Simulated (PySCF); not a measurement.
Compound: [Mo(NMe)(CN)4]-, C₅H₃MoN₅ (charge -1 and doublet state).
Bonds: Mo1–N2, Mo1–C7, Mo1–C9, Mo1–C11, Mo1–C13, N2–C3, C7–N8, C9–N10, C11–N12, C13–N14. Hydrogens: H4, H5, H6 on C3.

Computed by this run: PBE0-D3(BJ)/def2-SVP geometry optimisation, gas phase, def2 core potentials past Kr in PySCF; unrestricted, density fitting, grid level 1; the optimiser is geomeTRIC in internal coordinates, started from a GFN2-xTB structure with every atom displaced at random (about 0.03 Å).

Geometry at step 2:
```
atom  x, y, z in Å
Mo1    -0.0122   -0.0204   -0.6186
N2      0.0063   -0.0034    1.0796
C3      0.0336   -0.0171    2.4901
H4     -0.9110    0.3844    2.8971
H5      0.1941   -1.0402    2.8651
H6      0.8603    0.6087    2.8620
C7      2.0282    0.0091   -1.2049
N8      3.1470    0.0165   -1.5321
C9     -0.0320    2.0074   -1.2355
N10    -0.0343    3.1081   -1.6224
C11    -2.0331    0.0346   -1.2903
N12    -3.1259    0.0528   -1.6993
C13    -0.0821   -2.0301   -1.3185
N14    -0.0583   -3.1543   -1.6290
```

Q: What forces act on the atoms?

A: 
```json
{"atom": "Mo1", "Fx (eV/Å)": "-0.095", "Fy (eV/Å)": "0.217", "Fz (eV/Å)": "0.091"}
{"atom": "N2", "Fx (eV/Å)": "-0.042", "Fy (eV/Å)": "-0.111", "Fz (eV/Å)": "-0.481"}
{"atom": "C3", "Fx (eV/Å)": "0.012", "Fy (eV/Å)": "0.092", "Fz (eV/Å)": "0.033"}
{"atom": "H4", "Fx (eV/Å)": "0.028", "Fy (eV/Å)": "-0.087", "Fz (eV/Å)": "-0.007"}
{"atom": "H5", "Fx (eV/Å)": "-0.090", "Fy (eV/Å)": "-0.047", "Fz (eV/Å)": "0.008"}
{"atom": "H6", "Fx (eV/Å)": "0.037", "Fy (eV/Å)": "0.062", "Fz (eV/Å)": "-0.015"}
{"atom": "C7", "Fx (eV/Å)": "-0.084", "Fy (eV/Å)": "-0.090", "Fz (eV/Å)": "0.045"}
{"atom": "N8", "Fx (eV/Å)": "0.070", "Fy (eV/Å)": "0.019", "Fz (eV/Å)": "-0.007"}
{"atom": "C9", "Fx (eV/Å)": "0.070", "Fy (eV/Å)": "0.090", "Fz (eV/Å)": "-0.005"}
{"atom": "N10", "Fx (eV/Å)": "-0.012", "Fy (eV/Å)": "-0.065", "Fz (eV/Å)": "0.070"}
{"atom": "C11", "Fx (eV/Å)": "-0.116", "Fy (eV/Å)": "-0.056", "Fz (eV/Å)": "0.024"}
{"atom": "N12", "Fx (eV/Å)": "0.092", "Fy (eV/Å)": "0.013", "Fz (eV/Å)": "0.081"}
{"atom": "C13", "Fx (eV/Å)": "0.206", "Fy (eV/Å)": "-0.071", "Fz (eV/Å)": "0.214"}
{"atom": "N14", "Fx (eV/Å)": "-0.078", "Fy (eV/Å)": "0.034", "Fz (eV/Å)": "-0.050"}
```

The largest, 0.50 eV/Å, acts on N2; the rms over all components is 0.112 eV/Å. The forces sum to zero within rounding, as they must for an isolated molecule in no field.

Q: Give the force on N2 in Eh/bohr and in nN.

A: 0.496 eV/Å ÷ 51.422 = 0.00964 Eh/bohr, and 0.496 eV/Å × 1.602 = 0.79 nN.

Q: How far is this geometry from the end of the optimisation?

A: 0.041 eV above it, and 0.098 Å rms away after alignment. The bonds farthest from their final lengths, with half the difference of the two atoms' forces along the bond (positive lengthens):

```json
{"bond": "Mo1–N2", "now (Å)": "1.698", "final (Å)": "1.685", "force along bond (eV/Å)": "-0.29"}
{"bond": "Mo1–C9", "now (Å)": "2.120", "final (Å)": "2.130", "force along bond (eV/Å)": "-0.05"}
{"bond": "Mo1–C7", "now (Å)": "2.123", "final (Å)": "2.130", "force along bond (eV/Å)": "+0.01"}
{"bond": "C3–H4", "now (Å)": "1.104", "final (Å)": "1.102", "force along bond (eV/Å)": "-0.05"}
```

The angle farthest from its final value is C9–Mo1–C13, 143.8° against 149.6°.

Of the 2 listed bonds off by 0.010 Å or more, this force points towards the final length in 1.

What follows is the cost of the whole optimisation. The run took 10 min of wall time on one thread of an Arm Neoverse V2, shared host with 96 logical CPUs at a one-minute load of 80, and the process peaked at 1.1 GiB of memory.
